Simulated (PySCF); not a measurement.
Species: C5H16N2Si2.
Geometry (PBE0-D3(BJ)/def2-SVP, Å), atoms numbered from 1 in this order:
```xyz
25
C5H16N2Si2 angstrom
C     -0.0713   -1.1121   -1.9775
N      0.3141    0.1652   -1.4280
C      1.7098    0.2889   -1.0683
C      2.0987   -0.3900    0.2273
C      1.9214    0.3380    1.5274
C      3.2992    0.0836    0.9860
Si    -0.8928    1.1787   -0.6998
N     -1.5903    0.6379    0.8064
Si    -3.1040   -0.1662    1.0888
H      0.5656   -1.3741   -2.8419
H     -1.1117   -1.0737   -2.3380
H     -0.0087   -1.9498   -1.2545
H      1.9671    1.3601   -0.9919
H      2.3263   -0.1159   -1.8932
H      1.9067   -1.4683    0.2539
H      1.5491    1.3678    1.4905
H      1.5950   -0.2276    2.4044
H      3.9301   -0.6541    1.4882
H      3.8501    0.9378    0.5805
H     -2.0432    1.2687   -1.6448
H     -0.2127    2.4890   -0.4766
H     -0.9721    0.7114    1.6116
H     -2.9114   -1.5114    1.7205
H     -3.7741   -0.3405   -0.2340
H     -4.0155    0.6078    1.9910
```

All values: PBE0/pcSseg-1 (PySCF, non-relativistic), on one gas-phase PBE0-D3(BJ)/def2-SVP geometry that isn't relaxed in the solvent. The solvent is an IEF-PCM continuum (Bondi radii, 1.10 Å for H, scaled by 1.2). Specific hydrogen bonds and non-electrostatic terms are outside this model.

Gas phase at PBE0/pcSseg-1: HOMO -6.33 eV, LUMO 0.52 eV, dipole 1.67 D.

Task: What does the continuum do to the energy, the frontier levels and the dipole at PBE0/pcSseg-1 in tetrahydrofuran and dichloromethane?

Result: 
```tsv
solvent	ε	E(solvent) − E(gas) (kJ/mol)	polarisation term (kJ/mol)	distortion of the solute (kJ/mol)	HOMO (eV)	LUMO (eV)	dipole (D)
tetrahydrofuran	7.426	-10.83	-11.64	0.81	-6.26	0.61	1.99
dichloromethane	8.93	-11.33	-12.21	0.88	-6.26	0.62	2.01
```

The polarisation term is half the interaction of the solute with the surface charges that it induces; the rest is the cost of distorting the solute's density. The sum is the electrostatic part of solvation alone. From tetrahydrofuran to dichloromethane the lowering changes by a factor 1.05, Onsager's factor (ε − 1)/(2ε + 1) by 1.04 and ε itself by 1.2.

Task: Which radius a makes the point-dipole formula ΔE = −[(ε − 1)/(2ε + 1)]·μ²/a³ give the value in dichloromethane, with the gas-phase dipole?

Result: μ = 0.657 au and |ΔE| = 0.00432 Eh give a = 1.84 Å; the farthest nucleus lies 4.76 Å from the centroid of the nuclei, so such a sphere wouldn't even hold the nuclei. The formula assumes a rigid point dipole at the centre of a sphere.

Task: Give the dipole vector in the frame of the coordinates (D, pointing from negative to positive charge), gas and dichloromethane.

Result: Gas (1.39, -0.81, 0.43), solvent (1.62, -1.00, 0.64). Its length changes by +20 % and its direction by 4°.

Task: Which IAO charges (PBE0/pcSseg-1) respond most in dichloromethane (means over atoms taken as equivalent)?

Result: 
| atoms | environment | gas (e) | solvent (e) | change |
| --- | --- | --- | --- | --- |
| H22 | N–H hydrogen | +0.263 | +0.275 | +0.012 |
| C5/C6 | three-membered-ring carbon | -0.292 | -0.297 | -0.005 |
| Si9 | SiH3 silicon | +0.729 | +0.734 | +0.005 |
| N2 | silicon-bound nitrogen | -0.506 | -0.511 | -0.005 |
| N8 | nitrogen bridging silicon atoms | -0.935 | -0.940 | -0.005 |
| C1 | N-methyl carbon | -0.293 | -0.297 | -0.004 |
| H20/H21 | Si–H hydrogen | -0.142 | -0.146 | -0.004 |
| C3 | sp3 carbon bound to nitrogen | -0.136 | -0.140 | -0.004 |

Task: How do the nuclear quadrupole coupling constants eQVzz/h respond in dichloromethane?

Result: 
| nucleus | Q (barn) | gas (MHz) | solvent (MHz) | η gas | η solvent |
| --- | --- | --- | --- | --- | --- |
| 14N at N2 | 0.02044 | -5.21 | -5.13 | 0.42 | 0.41 |
| 14N at N8 | 0.02044 | -3.62 | -3.51 | 0.40 | 0.36 |
